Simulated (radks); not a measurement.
Problem. The zirconium ion Zr3+, 37 electrons, occupied as [Kr] 5d1 (not the ground configuration). All-electron calculation, scalar-relativistic Kohn-Sham, LDA (Slater exchange, Perdew-Wang correlation), spin-polarised, spherical densities, finite nucleus; open shells are filled with parallel spins first (spin-orbit coupling, left out, can overturn this in heavy ions); Fermi nuclear charge, rms radius 4.2694 fm. Program: a radial shooting solver on a logarithmic mesh with Libxc functionals. Some entries of the table are withheld. Estimate them.

| orbital | occ. | eigenvalue (hartree) | r(max) (bohr) |
|---|---|---|---|
| 1s up | 1 | -655.3935 | 0.02417 |
| 1s down | 1 | -655.3935 | 0.02417 |
| 2s up | 1 | -91.96787 | 0.1372 |
| 2s down | 1 | -91.96695 | 0.1372 |
| 2p up | 3 | -82.22126 | 0.1095 |
| 2p down | 3 | -82.22055 | 0.1095 |
| 3s up | 1 | -16.13653 | 0.4087 |
| 3s down | 1 | -16.13585 | 0.4087 |
| 3p up | 3 | -12.96163 | 0.4024 |
| 3p down | 3 | -12.96089 | 0.4024 |
| 3d up | 5 | -7.73387 | 0.3465 |
| 3d down | 5 | -7.73287 | 0.3465 |
| 4s up | 1 | -3.25198 | 1.069 |
| 4s down | 1 | -3.24832 | 1.069 |
| 4p up | 3 | -2.41893 | 1.162 |
| 4p down | 3 | -2.41519 | 1.162 |
| 5d up | 1 | (1) | 4.121 |
| 5d down | 0 | (2) | 4.119 |

Solution. 
(1) 5d up eigenvalue (hartree): -0.54003
(2) 5d down eigenvalue (hartree): -0.50654
